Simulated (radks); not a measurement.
The numbers below are computed, except where a source is named.
Trend from K4+ to Kr4+: ionisation energy by Delta-SCF between NIST ground configurations, and size. Level of theory: scalar-relativistic Kohn-Sham, PBE, spin-polarised, spherical densities, point nucleus; open shells are filled with parallel spins first (a radial shooting solver on a logarithmic mesh with Libxc functionals).

| species | configuration | IE (eV) | NIST (eV) | kind | outermost | <r> outermost (bohr) |
|---|---|---|---|---|---|---|
| K4+ | [Ne] 3s2 3p3 | 81.980 | 82.7 | semi-emp. | 3p | 1.23 |
| Ca4+ | [Ne] 3s2 3p4 | 84.073 | 84.3 | semi-emp. | 3p | 1.17 |
| Sc4+ | [Ne] 3s2 3p5 | 91.835 | 91.95 | semi-emp. | 3p | 1.09 |
| Ti4+ | [Ar] | 99.339 | 99.30 | exp. | 3p | 1.03 |
| V4+ | [Ar] 3d1 | 65.531 | 65.282 | exp. | 3d | 1.08 |
| Cr4+ | [Ar] 3d2 | 69.261 | 69.46 | semi-emp. | 3d | 1.02 |
| Mn4+ | [Ar] 3d3 | 72.837 | 72.4 | semi-emp. | 3d | 0.961 |
| Fe4+ | [Ar] 3d4 | 76.284 | 75.0 | semi-emp. | 3d | 0.913 |
| Co4+ | [Ar] 3d5 | 79.621 | 79.5 | semi-emp. | 3d | 0.869 |
| Ni4+ | [Ar] 3d6 | 76.482 | 76.1 | semi-emp. | 3d | 0.853 |
| Cu4+ | [Ar] 3d7 | 80.220 | 80 | semi-emp. | 3d | 0.814 |
| Zn4+ | [Ar] 3d8 | 83.807 | 83 | semi-emp. | 3d | 0.778 |
| Ga4+ | [Ar] 3d9 | 87.270 | 86.0 | semi-emp. | 3d | 0.746 |
| Ge4+ | [Ar] 3d10 | 90.626 | 90.50 | exp. | 3d | 0.717 |
| As4+ | [Ar] 3d10 4s1 | 63.916 | 62.8 | exp. | 4s | 1.67 |
| Se4+ | [Ar] 3d10 4s2 | 68.127 | 68.3 | semi-emp. | 4s | 1.59 |
| Br4+ | [Ar] 3d10 4s2 4p1 | 59.112 | 59.60 | exp. | 4p | 1.69 |
| Kr4+ | [Ar] 3d10 4s2 4p2 | 64.236 | 64.7 | semi-emp. | 4p | 1.59 |

Reference values: NIST Atomic Spectra Database (exp. = measured, semi-emp. = semi-empirical, theory = theoretical value adopted there). Open shells are spherical and high-spin; term and fine-structure splittings are not resolved.
